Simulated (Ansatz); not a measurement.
[OsH6]4- (OsH₆⁴⁻), relaxed as a singlet with RKS r2SCAN-D4/def2-TZVPD in Ansatz, starting from the GFN2-xTB (ALPB water) geometry. Force threshold 0.02 eV/Å.

In the def2 sets Os takes a core potential; there is no spin–orbit coupling. A multiply charged anion in the gas phase is held together partly by the finite basis. Removing one electron lowers the energy by 7.16 eV at PBE0-D4/def2-TZVPD, so it isn't bound. The restricted singlet is unstable: a solution with broken spin symmetry lies lower. The highest occupied level of the charge -4 singlet lies above zero (up to 9.35 eV). Its loss leaves the charge -3 doublet, which lies 7.94 eV lower (vertical, at r2SCAN-D4/def2-TZVPD), but this difference is unsure: the doublet is doubtful (geometry relaxed on an unsound state). At r2SCAN-D4/def2-TZVPD a triplet of charge -4 lies 0.18 eV below the restricted singlet, each at its own geometry.

Start:

```xyz
7

Os   -0.001    0.000    0.000
H    -2.065    0.285   -0.618
H     2.064   -0.284    0.614
H     0.521   -0.613   -2.018
H    -0.516    0.611    2.020
H    -0.436   -2.066    0.515
H     0.434    2.067   -0.513
```

Problem. Estimate the energy that the relaxation releases and the steps that it takes.

Solution. 6.42 eV, in 22 steps; 1.8 min on 4 threads of Arm Neoverse V2 on a shared host. No frequencies were taken in this run, so the end may be a saddle point.

Problem. Does the start keep its bonding?

Solution. By distances, no bond broke or formed. The bond that changes most is Os1–H7, from 2.17 to 1.60 Å (atoms count from 1). A close non-bonded pair moves further: H3–H5, from 3.07 to 1.59 Å.

Problem. Predict the relaxed structure.

Solution. 
```csv
atom,x (Å),y (Å),z (Å)
Os1,0.016,-0.347,-0.178
H2,-1.324,0.483,0.111
H3,1.281,0.466,0.376
H4,1.126,-0.223,-1.432
H5,0.188,-0.076,1.392
H6,-1.053,-1.372,0.613
H7,-0.233,1.070,-0.882
```
Bond lengths: 6 × H–Os 1.60 to 1.68 Å.
